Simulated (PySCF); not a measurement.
C6H5, SMILES [c]1ccccc1, multiplicity 2. The structure is a stationary point at PBE0-D3(BJ)/def2-SVP. The isomer is the one that the SMILES or the coordinates give; other isomers of the formula were not compared.

Computed with PBE0-D3(BJ)/def2-SVP (PySCF).

Harmonic wavenumbers (cm⁻¹): 404, 432, 596, 615, 685, 729, 826, 905, 977, 985, 1015, 1038, 1058, 1079, 1165, 1165, 1294, 1384, 1472, 1481, 1621, 1680, 3196, 3202, 3212, 3215, 3227. Rotational constants (GHz): 6.283, 5.598, 2.960; symmetry number 2.

Work out the zero-point energy and the ideal-gas rigid-rotor harmonic-oscillator thermochemistry at 298.15 K and 1 atm.

ZPE = ½ Σ hcν = ½ × 38658 cm⁻¹ = 55.26 kcal/mol. H − E(el) = 58.59 kcal/mol. Entropy in cal/(mol K): translation 38.94, rotation 24.16, vibration 4.30, spin 1.38, total 68.78. G − E(el) = 38.08 kcal/mol. Cp = 18.67 cal/(mol K).
